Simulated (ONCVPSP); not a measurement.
## What the settings do to the ONCV potential of boron (B)

Base potential:

boron, optimised norm-conserving Vanderbilt (ONCV), made with ONCVPSP 4.0.1 (PBE, scalar-relativistic). Core [He], reference 2s2 2p1. Waves: 2s: rc 1.05 bohr, ncon 4, nbas 9, qcut 7.6 1/bohr, local; 2p: rc 2.75 bohr, ncon 3, nbas 7, qcut 5.6 1/bohr, 2 projectors, debl 1.5 Ha; d scattering state at 0.1 Ha: rc 2.10 bohr, ncon 4, nbas 8, qcut 3.9 1/bohr, 2 projectors, debl 3.3 Ha. Local part: the s channel. Core correction: Teter function fitted to the true core (icmod 2), fcfact 0.5.

All-electron outer shells of the reference configuration (PBE, scalar-relativistic, ld1.x):

| shell | level (eV) | outermost node (bohr) | outermost maximum (bohr) |
| --- | --- | --- | --- |
| 1s | -180.59 | – | 0.21 |
| 2s | -9.44 | 0.46 | 1.52 |
| 2p | -3.61 | – | 1.57 |

Cutoffs, loose and tight: the cutoffs (Ha) at which the residual kinetic energy of the hardest occupied pseudo-wave falls to 1 and 0.1 mHa per electron. They do not see the model core or the augmentation charge, which bear on the density cutoff. Test errors are all-electron minus pseudo excitation energies from the reference, over the configurations 2s2 2p0; 2s1 2p0; 2s2 2p0.5; 2s1 2p1. A dash means not determined; rows that change the core or the reference have their own tests.

```csv
change,outcome,"cutoff, loose","cutoff, tight",bound ghosts,GHOST(+) flags above zero,largest test error (meV)
base,generated,12 Ha,44 Ha,none,none,+201
"all radii but the core radius scaled by about 0.80 (s 0.84, p 2.18, d 1.68 bohr)","failed: ERROR pspot: first pseudo wave function has node, program will stop",–,–,–,–,–
"all radii but the core radius scaled by about 0.92 (s 0.96, p 2.52, d 1.94 bohr)","failed: ERROR pspot: first pseudo wave function has node, program will stop",–,–,–,–,–
```

What comes out with this change to the base: all radii but the core radius scaled by about 1.28 (s 1.34, p 3.52, d 2.68 bohr)?

outcome: generated; cutoff, loose: 14 Ha; cutoff, tight: 19 Ha; bound ghosts: none; GHOST(+) flags above zero: none; largest test error (meV): +343.

What comes out with this change to the base: all radii but the core radius scaled by about 1.19 (s 1.26, p 3.28, d 2.50 bohr)?

outcome: generated; cutoff, loose: 13 Ha; cutoff, tight: 18 Ha; bound ghosts: none; GHOST(+) flags above zero: none; largest test error (meV): +286.

What comes out with this change to the base: all radii but the core radius scaled by about 1.08 (s 1.14, p 2.98, d 2.28 bohr)?

outcome: generated; cutoff, loose: 12 Ha; cutoff, tight: 16 Ha; bound ghosts: none; GHOST(+) flags above zero: none; largest test error (meV): +232.

Reading the sweep of the scale of all radii but the core radius (base = 1) (base included, trends over the rows without a ghost): The loose cutoff stays near 13 Ha. The median size of the test errors (rows with all tests solved) rises from 35.9 meV at 1 to 70.3 meV at 1.28. More of the atom is replaced by a form fitted at one configuration, so other configurations suffer as the radius grows. The generation fails at 0.8, 0.92.
